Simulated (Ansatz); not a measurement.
Harmonic frequencies (cm⁻¹) at PBE0-D4/def2-TZVP from Ansatz: 24, 180, 376, 448, 482, 608, 621, 625, 735, 1185, 1439, 1446, 1550, 3037, 3123, 3144, 3574, 3690.

Each molecule was computed in one conformer, which needn't be the lowest.

Question: Which molecule is it?
A. `N=[CH][SnH3]`
B. `[CH3][Sn][NH2]`
C. `[CH2]1[NH][SnH2]1`
D. `C[S][Sn][OH]`

Answer: B.
